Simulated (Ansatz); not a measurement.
FGaH5NOSi (`[NH2][Ga]([F])[O][SiH3]`), charge 0, multiplicity 1.

(1) Give a relaxed structure at PBE0-D4/def2-TZVP (the Gaussian-basis code of Ansatz). (Best estimate.)

Answers

(1) Ansatz gave: 
Cartesian coordinates in Å:
```
N 1.3997 0.5148 -2.1594
Ga 0.9450 0.1286 -0.4701
F 2.1840 -0.2018 0.7191
O -0.7235 -0.0292 0.0736
Si -1.5223 -0.4225 1.4460
H 0.7260 0.8775 -2.8117
H 2.3442 0.7616 -2.3996
H -1.1863 0.5174 2.5498
H -1.1875 -1.8048 1.8839
H -2.9793 -0.3416 1.1684
```
This is one stationary point; other conformers may exist.
